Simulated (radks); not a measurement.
Question: The holmium ion Ho3+, 64 electrons, occupied as [Xe] 4f10. All-electron calculation, scalar-relativistic Kohn-Sham, PBE, spin-polarised, spherical densities, point nucleus; open shells are filled with parallel spins first (spin-orbit coupling, left out, can overturn this in heavy ions). Program: a radial shooting solver on a logarithmic mesh with Libxc functionals. Some entries of the table are withheld. Estimate them.

orbital  occ.  eigenvalue (eV)  <r^2> (bohr^2)  <r> (bohr)
1s up       1        -55533.21       0.0005880     0.02074
1s down     1        -55533.21       0.0005880     0.02074
2s up       1        -9316.021        0.009168     0.08809
2s down     1        -9315.982        0.009168     0.08809
2p up       3        -8256.091        0.007441     0.07807
2p down     3        -8256.063        0.007441     0.07807
3s up       1        -2107.470         0.06040      0.2299
3s down     1        -2105.756         0.06034      0.2298
3p up       3        -1783.640         0.06075      0.2289
3p down     3        -1781.929         0.06068      0.2288
3d up       5        -1372.833         0.05077      0.2080
3d down     5        -1371.528         0.05068      0.2078
4s up       1        -444.3488          0.3033      0.5183
4s down     1        -440.6624          0.3034      0.5184
4p up       3        -337.6697          0.3432      0.5493
4p down     3        -334.0364          0.3435      0.5495
4d up       5              (1)          0.4098         (2)
4d down     5              (3)          0.4111         (4)
5s up       1         -80.9034           1.745       1.246
5s down     1         -79.1805           1.775       1.257
5p up       3         -55.0649           2.371       1.448
5p down     3         -53.8175           2.425       1.464
4f up       7              (5)          0.7818      0.7776
4f down     3              (6)          0.8335      0.7977

Answer: 
(1) 4d up eigenvalue (eV): -193.6111
(2) 4d up <r> (bohr): 0.5944
(3) 4d down eigenvalue (eV): -190.0379
(4) 4d down <r> (bohr): 0.5951
(5) 4f up eigenvalue (eV): -36.4660
(6) 4f down eigenvalue (eV): -33.2666
